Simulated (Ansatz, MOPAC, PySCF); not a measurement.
C$_{4}$H$_{12}$O$_{3}$Sn, SMILES `[OH][Sn]([CH2]CCC)([OH])[OH]`, neutral singlet in the gas phase. In the def2 sets core potentials replace the inner electrons of Sn.

Z-matrix (Å, degrees):
```
C
H 1 1.1039
H 1 1.1045 2 105.63
C 1 1.5244 2 109.85 3 -118.35
H 4 1.1015 1 111.95 2 175.17
H 4 1.1018 5 107.36 1 -123.14
C 1 1.5247 2 109.43 3 117.28
H 7 1.1043 1 109.08 2 -179.99
H 7 1.1044 8 105.75 1 117.05
C 7 1.5201 8 109.86 9 118.44
H 10 1.1003 7 111.58 8 -57.99
H 10 1.1018 11 107.63 7 122.27
H 10 1.1018 11 107.59 12 115.42
Sn 4 2.1295 5 106.85 6 -113.84
O 14 1.9828 4 114.25 5 80.10
H 15 0.9651 14 110.19 4 -129.09
O 14 1.9837 15 106.16 16 -3.66
H 17 0.9652 14 110.00 15 106.52
O 14 1.9846 15 105.86 16 108.07
H 19 0.9650 14 110.27 15 -2.62
```
Charge 0, multiplicity 1.

All levels are single points at this geometry (PBE0-D3(BJ)/def2-SVP); Pople sets use spherical d functions. Orbital energies aren't observables, and empty levels follow the basis.

PM6 in MOPAC gives HOMO (eV) = -10.77.

Q: Estimate the HOMO (eV) from each of these levels: B3LYP-D3(BJ)/def2-TZVP in Ansatz (a quantum-chemistry and plane-wave program); CAM-B3LYP-D3(BJ)/def2-TZVP in Ansatz; B3LYP/6-31G* (LANL2DZ on Sn) in PySCF; PBE/6-31G* (LANL2DZ on Sn) in PySCF; HF/6-31G* (LANL2DZ on Sn) in PySCF; AM1 in MOPAC; PM3 in MOPAC; PM7 in MOPAC.

A: 
| level | HOMO (eV) |
|---|---|
| B3LYP-D3(BJ)/def2-TZVP in Ansatz | -7.81 |
| CAM-B3LYP-D3(BJ)/def2-TZVP in Ansatz | -9.42 |
| B3LYP/6-31G* (LANL2DZ on Sn) in PySCF | -7.53 |
| PBE/6-31G* (LANL2DZ on Sn) in PySCF | -6.22 |
| HF/6-31G* (LANL2DZ on Sn) in PySCF | -11.23 |
| AM1 in MOPAC | -9.83 |
| PM3 in MOPAC | -10.93 |
| PM7 in MOPAC | -10.48 |
